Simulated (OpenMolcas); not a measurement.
# Pt2+: ligand-field states by method

Pt2+ with 6 ligands (fluoride) in octahedral coordination (Oh) at 2.11 Å. A charge of +0.667 e stands 2.6 Å behind each ligand. Ligand basis ANO-RCC-VDZP.

```yaml
Program: OpenMolcas 26.06
Basis: ANO-RCC-VDZP [7s6p4d2f]
Scalar_Hamiltonian: DKH2, point nucleus
Active_space: 8 electrons in 5 orbitals (5d)
State_averaging: 2S+1 = 3 even, 10 roots; 2S+1 = 1 even, 15 roots
Spin-orbit_coupling: RASSI with atomic mean-field integrals over the reference wave functions
```

I. CASSCF
II. SS-CASPT2, IPEA 0.25 Eh, imaginary shift 0.1 Eh (closed shells correlated: 5s 5p and the ligand valence shells)

Spin-free states (labels of O, the rotations of Oh) in cm-1, each column counted from its own energy of the first state listed:

```json
{"State": "3A2", "Degeneracy": "1", "I": "0", "II": "0"}
{"State": "1E", "Degeneracy": "2", "I": "12411", "II": "9210"}
{"State": "3T2", "Degeneracy": "3", "I": "15855", "II": "17170"}
{"State": "1A1", "Degeneracy": "1", "I": "21834", "II": "17910"}
{"State": "3T1", "Degeneracy": "3", "I": "23271", "II": "23710"}
{"State": "1T2", "Degeneracy": "3", "I": "28132", "II": "26650"}
{"State": "1T1", "Degeneracy": "3", "I": "31625", "II": "30420"}
{"State": "3T1", "Degeneracy": "3", "I": "36255", "II": "37550"}
{"State": "1E", "Degeneracy": "2", "I": "45687", "II": "46480"}
{"State": "1T2", "Degeneracy": "3", "I": "45953", "II": "46710"}
{"State": "1A1", "Degeneracy": "1", "I": "65666", "II": "62200"}
```

From I to II, I's first state of the same spin (3T2) moves from 15855 to 17170 cm-1, by about +1300 cm-1.

From I to II, I's first state of another spin (1E) moves from 12411 to 9210 cm-1, by about -3200 cm-1.

I: A least-squares ligand-field fit to the states below 45000 cm-1, each weighted by its degeneracy and with a free common offset, gives 10Dq = 15931 cm-1, B = 785 cm-1 and C = 3177 cm-1 (C/B = 4.05), with an rms deviation of 35 cm-1. The same method and metal basis give the free ion B = 847 cm-1 (fit to its terms below 60000 cm-1, rms deviation 6 cm-1), so the nephelauxetic ratio is β = 785 / 847 = 0.93; it hangs on how both fits weigh the states, and computed free-ion B values tend to be too large, so β mixes covalency with correlation.

χT at 300 K: I 1.79, II 1.74 cm3 K/mol.

The states above are spin-free; spin-orbit coupling is strong here and shifts and splits them by thousands of cm-1.

Roots that are degenerate in the reference are averaged as groups; the widest CASPT2 spread within a group is 490 cm-1 (the 3-fold group of multiplicity 1 near 26600 cm-1 above the lowest state of its run, II). Shifts and gaps below about the spread of the groups concerned are not significant. Over all roots computed the reference weight is 0.69 to 0.70 in II; a low but even weight reflects the number of correlated electrons. Real 4d8 and 5d8 ions are as a rule square planar and diamagnetic. Ligand-to-metal charge-transfer states are missing. With no ligand orbital active B as a rule stays too high, so bands that hang on it stand too high and its fall with covalency is understated. Without dynamic correlation the repulsion within the d shell is too large (B by tens of per cent), so at a given field states of lower spin stand too high (holds for I). With metal d orbitals alone the field can be off either way by tens of per cent (holds for I). With one d shell and no ligand orbital active, 10Dq can be off by a tenth or more (holds for II). No measured value stands beside these numbers; the geometry was imposed, not optimised, and the real ion may take another.
